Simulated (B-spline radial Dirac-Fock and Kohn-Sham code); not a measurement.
# Mg⁷⁺: input and output of one calculation

ΔSCF core binding energies without Breit or QED terms, calculated with a radial finite-basis atomic code. Keys: rel is the Hamiltonian (dirac, or spin-free x2c and nr, where L3 and M5 stand for the whole 2p and 3d shells), method is hf or an exchange,correlation pair (spin-unpolarised, also for the hole states), nuc the nuclear model, radius_factor scales its radius, rmax is the box in bohr, h the logarithmic mesh step, order the B-spline order, points the quadrature points per cell, c_factor scales the speed of light, and damp, ndamp, maxit and tol steer the iteration. The run stops when the commutator error falls below 10·tol·max(1, Z/10), or the numerical noise floor, and the energy has settled to about 1e-8 Ha; the virial ratio is −V/T.

Input (task.json):

```json
{"items": [{"Z": 12, "q": 7, "cfg": [[1, 0, 2], [2, 0, 2], [2, 1, 1]], "A": 24, "rrms": 3.057, "do": "settings", "holes": ["K", "L3", "M5"],
  "settings": [{"rel": "dirac", "method": "hf", "nuc": "fermi", "radius_factor": 1.0, "rmax": 45.0, "h": 0.3, "order": 8, "points": 10, "c_factor": 1.0, "maxit": 79, "damp": 0.995, "ndamp": 100, "tol": 1e-08}]}]}
```

Command: `python xray2_run.py task.json out`

Ground-state iterations:

```
iter   energy (Ha)        error
   1     -170.86620850  1.23e+00
   2     -172.04556418  1.84e-02
   3     -172.04558386  1.83e-02
   4     -172.04560334  1.83e-02
   5     -172.04562264  1.82e-02
   6     -172.04564174  1.81e-02
   7     -172.04566066  1.80e-02
   8     -172.04567939  1.79e-02
   9     -172.04569793  1.78e-02
  10     -172.04571630  1.77e-02
  11     -172.04573448  1.76e-02
  12     -172.04575249  1.75e-02
  13     -172.04577032  1.74e-02
  14     -172.04578797  1.74e-02
  15     -172.04580545  1.73e-02
  23     -172.04593926  1.66e-02
  31     -172.04606293  1.59e-02
  39     -172.04617722  1.53e-02
  47     -172.04628285  1.47e-02
  55     -172.04638048  1.41e-02
  63     -172.04647072  1.35e-02
  71     -172.04655413  1.30e-02
  79     -172.04663123  1.25e-02
```

The ground state had not converged after 79 iterations, with total energy -172.04663 Ha, virial ratio 1.99527 and highest orbital energy -266.43 eV. ΔSCF binding energies: K (1s) 1581.6 eV (not all states converged, so these are not final). Holes are computed only in closed shells, and unreliable hole states are left out.

Task: One setting is unsound. Which, and why?

Result: damp is so close to 1 that the orbitals hardly move in each step. With the default settings (Dirac Hartree-Fock): The ground state converged in 8 iterations, with total energy -172.04758 Ha, virial ratio 1.99634 and highest orbital energy -266.39 eV. ΔSCF binding energies: K (1s) 1581.6 eV. Holes are computed only in closed shells, and unreliable hole states are left out.
